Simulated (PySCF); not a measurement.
**Core-level binding energies of `N#Cc1pcpc(Br)p1`**

Compound: C₄HBrNP₃.
Bonds: N1–C2 (triple), C2–C3, C3–P4 (aromatic), P4–C5 (aromatic), C5–P6 (aromatic), P6–C7 (aromatic), C7–Br8, C7–P9 (aromatic), C3–P9 (aromatic). Hydrogens: H10 on C5.

Computed, not measured: delta-SCF UKS SCAN, pcX-2 on the ionised atom, pcseg-1 elsewhere, spin-free X2C (PySCF). Binding energies are ΔSCF values: E(core-ionised, relaxed orbitals) − E(ground state) at a fixed geometry, referred to the vacuum level.

Give the core binding energies atom by atom.

```tsv
atom(s)	bonded to	level	binding energy (eV)	2p1/2 (eV)	above the level's lowest (eV)	count
P4	2 C (aromatic in the SMILES)	P 2p3/2	136.89	137.78	0.00	1
P6	2 C (aromatic in the SMILES)	P 2p3/2	136.91	137.80	+0.02	1
P9	2 C (aromatic in the SMILES)	P 2p3/2	137.00	137.90	+0.11	1
C5	H and 2 P (aromatic in the SMILES)	C 1s	290.81	–	0.00	1
C3	C and 2 P (aromatic in the SMILES)	C 1s	291.57	–	+0.76	1
C7	Br and 2 P (aromatic in the SMILES)	C 1s	291.79	–	+0.98	1
C2	N (triple bond) and C	C 1s	292.13	–	+1.32	1
N1	C (triple bond)	N 1s	404.62	–	0.00	1
P4	2 C (aromatic in the SMILES)	P 1s	2150.45	–	0.00	1
P6	2 C (aromatic in the SMILES)	P 1s	2150.46	–	+0.01	1
P9	2 C (aromatic in the SMILES)	P 1s	2150.56	–	+0.11	1
```

Lowest listed C 1s: C5, bonded to H and 2 P (aromatic in the SMILES). Highest, 1.32 eV above it: C2, bonded to N (triple bond) and C. The widest gap between neighbouring values is 0.76 eV, between 290.81 and 291.57 eV. Summing the Pauling electronegativity differences to the bonded atoms, each weighted by its formal bond order, gives -1.43 for the lowest site and +1.47 for the highest; no listed site has a larger sum than the highest.

The 3 P 1s values lie within 0.11 eV of each other; Gaussian lines of 0.5 eV full width would blend them into one maximum.

The 3 P 2p3/2 values lie within 0.11 eV of each other.

What is the C 1s shift of C3 against C2?

291.57 − 292.13 = -0.56 eV, or -54 kJ/mol.

The unrestricted hole states depart most from a pure doublet (⟨S²⟩ = 0.75; over 0.85 named) for C 1s of C7 (0.85), which makes this value less certain. Spin–orbit and ligand-field terms were added within each 2p shell after the spin-free SCF. 2p1/2 minus 2p3/2 (ligand field included): P 0.89 eV. No level of bromine is listed. Isolated species at its PBE0-D3(BJ)/def2-SVP geometry, gas phase.
